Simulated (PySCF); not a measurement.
Isomers of C12H10, from PySCF 2.14.0, PBE0-D3(BJ)/def2-SVP geometry optimisation, gas phase. One conformer each, no zero-point energy, no frequencies.

Task: Which is lowest in electronic energy at this level?
A. `[cH:1]1[cH:2][cH:3][c:4](-[c:5]2[cH:6][cH:7][cH:8][cH:9][cH:10]2)[cH:11][cH:12]1` with C3–C4–C5–C6 -38°: A = 2862, B = 548.3, C = 476.9 MHz, dipole 0.00 D
B. acenaphthene, `c1cc2c3c(cccc3c1)CC2`: A = 1414, B = 1195, C = 653.0 MHz, dipole 0.94 D
C. `[CH2:1]=[CH:2][c:3]1[cH:4][cH:5][cH:6][c:7]2[cH:8][cH:9][cH:10][cH:11][c:12]12` with C1–C2–C3–C4 -36°: A = 1607, B = 849.5, C = 560.9 MHz, dipole 0.08 D

Result: B. That is acenaphthene, `C1=CC2=CC=CC3=C2C(=C1)CC3`, 11.1 kcal/mol below the next.

```tsv
SMILES	mapped SMILES	E (Eh)	relative (kcal/mol)	relative (kJ/mol)	dipole (D)
c1cc2c3c(cccc3c1)CC2	[cH:1]1[cH:2][c:3]2[c:4]3[c:5]([cH:6][cH:7][cH:8][c:9]3[cH:10]1)[CH2:11][CH2:12]2	-462.46561	0.0	0.0	0.94
c1ccc(-c2ccccc2)cc1	[cH:1]1[cH:2][cH:3][c:4](-[c:5]2[cH:6][cH:7][cH:8][cH:9][cH:10]2)[cH:11][cH:12]1	-462.44790	11.1	46.5	0.00
C=Cc1cccc2ccccc12	[CH2:1]=[CH:2][c:3]1[cH:4][cH:5][cH:6][c:7]2[cH:8][cH:9][cH:10][cH:11][c:12]12	-462.43010	22.3	93.2	0.08
```

As drawn, the highest has a C=C bond outside aromatic rings, which the lowest lacks.
